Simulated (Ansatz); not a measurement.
The cluster Si4O4. Total charge 0; singlet. Geometry B3LYP-D4/def2-SVP.

Cartesian coordinates in Å:
```
Si 2.175 0.018 0.557
Si -0.566 -1.565 -0.243
Si -0.151 2.331 0.655
Si -1.504 0.291 -1.615
O 0.989 -1.104 0.177
O -0.972 1.477 -0.572
O 1.245 1.418 0.787
O -1.217 -2.866 0.256
```

The restricted singlet is unstable towards broken spin symmetry in Hartree–Fock (as tested in another run); at PBE-D4/def2-TZVP, BLYP-D4/def2-TZVP, r2SCAN-D4/def2-TZVP, PBE0-D4/def2-TZVP and others this wasn't settled. Another isomer (singlet) lies 1.94 eV lower at PBE0-D4/def2-TZVP; other spin states weren't run for this one.

(1) Estimate the orbital energies around the gap (eV) in Ansatz with PBE-D4/def2-TZVP, BLYP-D4/def2-TZVP, r2SCAN-D4/def2-TZVP, PBE0-D4/def2-TZVP, CAM-B3LYP-D4/def2-TZVP.

Results:

(1) 
```json
{"orbital": "HOMO−5", "PBE-D4/def2-TZVP": "-8.50", "BLYP-D4/def2-TZVP": "-8.30", "r2SCAN-D4/def2-TZVP": "-8.84", "PBE0-D4/def2-TZVP": "-10.01", "CAM-B3LYP-D4/def2-TZVP": "-11.40"}
{"orbital": "HOMO−4", "PBE-D4/def2-TZVP": "-7.51", "BLYP-D4/def2-TZVP": "-7.34", "r2SCAN-D4/def2-TZVP": "-7.75", "PBE0-D4/def2-TZVP": "-8.73", "CAM-B3LYP-D4/def2-TZVP": "-10.08"}
{"orbital": "HOMO−3", "PBE-D4/def2-TZVP": "-7.15", "BLYP-D4/def2-TZVP": "-6.93", "r2SCAN-D4/def2-TZVP": "-7.46", "PBE0-D4/def2-TZVP": "-8.45", "CAM-B3LYP-D4/def2-TZVP": "-9.79"}
{"orbital": "HOMO−2", "PBE-D4/def2-TZVP": "-6.73", "BLYP-D4/def2-TZVP": "-6.54", "r2SCAN-D4/def2-TZVP": "-7.04", "PBE0-D4/def2-TZVP": "-8.12", "CAM-B3LYP-D4/def2-TZVP": "-9.47"}
{"orbital": "HOMO−1", "PBE-D4/def2-TZVP": "-6.56", "BLYP-D4/def2-TZVP": "-6.40", "r2SCAN-D4/def2-TZVP": "-6.79", "PBE0-D4/def2-TZVP": "-7.68", "CAM-B3LYP-D4/def2-TZVP": "-8.96"}
{"orbital": "HOMO", "PBE-D4/def2-TZVP": "-5.74", "BLYP-D4/def2-TZVP": "-5.58", "r2SCAN-D4/def2-TZVP": "-5.96", "PBE0-D4/def2-TZVP": "-6.81", "CAM-B3LYP-D4/def2-TZVP": "-8.02"}
{"orbital": "LUMO", "PBE-D4/def2-TZVP": "-4.29", "BLYP-D4/def2-TZVP": "-4.10", "r2SCAN-D4/def2-TZVP": "-4.26", "PBE0-D4/def2-TZVP": "-3.52", "CAM-B3LYP-D4/def2-TZVP": "-2.39"}
{"orbital": "LUMO+1", "PBE-D4/def2-TZVP": "-3.36", "BLYP-D4/def2-TZVP": "-3.17", "r2SCAN-D4/def2-TZVP": "-3.30", "PBE0-D4/def2-TZVP": "-2.54", "CAM-B3LYP-D4/def2-TZVP": "-1.42"}
{"orbital": "LUMO+2", "PBE-D4/def2-TZVP": "-2.62", "BLYP-D4/def2-TZVP": "-2.46", "r2SCAN-D4/def2-TZVP": "-2.52", "PBE0-D4/def2-TZVP": "-1.78", "CAM-B3LYP-D4/def2-TZVP": "-0.67"}
{"orbital": "LUMO+3", "PBE-D4/def2-TZVP": "-2.22", "BLYP-D4/def2-TZVP": "-2.02", "r2SCAN-D4/def2-TZVP": "-2.07", "PBE0-D4/def2-TZVP": "-1.39", "CAM-B3LYP-D4/def2-TZVP": "-0.29"}
{"orbital": "LUMO+4", "PBE-D4/def2-TZVP": "-1.51", "BLYP-D4/def2-TZVP": "-1.36", "r2SCAN-D4/def2-TZVP": "-1.28", "PBE0-D4/def2-TZVP": "-0.67", "CAM-B3LYP-D4/def2-TZVP": "0.37"}
{"orbital": "LUMO+5", "PBE-D4/def2-TZVP": "-0.70", "BLYP-D4/def2-TZVP": "-0.53", "r2SCAN-D4/def2-TZVP": "-0.39", "PBE0-D4/def2-TZVP": "0.16", "CAM-B3LYP-D4/def2-TZVP": "1.18"}
```
